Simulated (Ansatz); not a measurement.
Reaction (ligand exchange at the Al–S bond): `[F][Al]([SH])[SH]` + HBr → `[F][Al]([SH])[Br]` + H₂S

Computed with Ansatz on PBE0-D4/def2-TZVP structures; ΔE is electronic, products minus reactants. CCSD(T)/CBS is the MP2 limit (def2-TZVPP, def2-QZVPP) plus CCSD(T) − MP2 in def2-TZVPP, frozen cores. This one scheme is used for every species. Functionals use def2-TZVPP. For Br outer-core shells are correlated without core-valence functions, which leaves a few kJ/mol of doubt a bond. Scalar relativity is left out up to krypton. One conformer a species, not always the lowest.

| level | ΔE (kcal/mol) |
| --- | --- |
| revPBE-D4 | -9.9 |
| LC-ωPBE | -11.0 |
| HF/def2-QZVPP | -13.8 |
| SCS-MP2/def2-QZVPP | -12.0 |

Q: What does CCSD(T)/CBS give? (Estimate.)

A: Ansatz gave: -11.7 kcal/mol. The listed levels differ from it by 1.8, 0.7, -2.1, -0.3 kcal/mol.

Largest T1 diagnostic among the species: 0.012.

From BLYP to BHLYP (50 % exact exchange), in def2-TZVPP and without D4, ΔE moves by −1.6 kcal/mol. Leaving LDA and LC-ωPBE aside and taking each functional with its dispersion term where it has one, the values, not all of them listed here, spread over 2.3 kcal/mol, from BHLYP-D4 to revPBE-D4.
